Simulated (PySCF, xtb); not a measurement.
Zn(H)(Et) (C₂H₆Zn), SMILES C[CH2][ZnH].

GFN2-xTB (xtb) at its own geometry gives an orbital gap of 5.33 eV and a dipole moment of 0.91 D.

The structure is a stationary point at PBE-D3(BJ)/def2-SVP.

What does PBE0/def2-TZVPD (PySCF) give? (The exact figures need the calculation; the answer reports its results.)

gap 6.56 eV (levels -7.05 and -0.50 eV), dipole 0.58 D.
